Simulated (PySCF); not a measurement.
## How methods differ on the ionisation energy of Bi⁵¹⁺

Bi⁵¹⁺ [Ar] 3d10 4s2 4p2 [4p1/2^2, M_J = 0] → Bi⁵²⁺ [Ar] 3d10 4s2 4p1 [4p1/2^1, M_J = 1/2], as a difference of total energies. Calculation: PySCF 2.14, in an even-tempered Gaussian basis (16 s from 7.7 bohr⁻², ratio 2.8; 13 p from 10 bohr⁻², ratio 2.8; 8 d from 18 bohr⁻², ratio 2.8; 4 f from 42 bohr⁻², ratio 3); the two-component X2C-1e Hamiltonian. Correlated levels: [Ne] frozen; the 72 highest virtual spinors dropped. "Screened" scales the spin-orbit matrix elements by Boettger's factors to mimic the two-electron term; Breit and QED terms are absent.

```
                    method  ionisation energy (eV)
           GHF (spin-free)                  2950.4
          GMP2 (spin-free)                  2951.5
 GHF (screened spin-orbit)                  3069.8
GMP2 (screened spin-orbit)                  3071.5
```

Breit and QED terms and the two-electron picture change are absent.

The spin-free rows relax to the high-spin LS determinant and lack the spin-orbit shift.

The labels give the starting determinants; with spin-orbit coupling the two ends relaxed to ⟨J²⟩ = 0.00, ⟨L²⟩ = 1.40, ⟨S²⟩ = 1.40 and ⟨J²⟩ = 0.75, ⟨L²⟩ = 2.09, ⟨S²⟩ = 0.84.

For comparison: 3078 ± 4 eV (theoretical estimate listed by NIST; NIST Atomic Spectra Database, ionization energies).
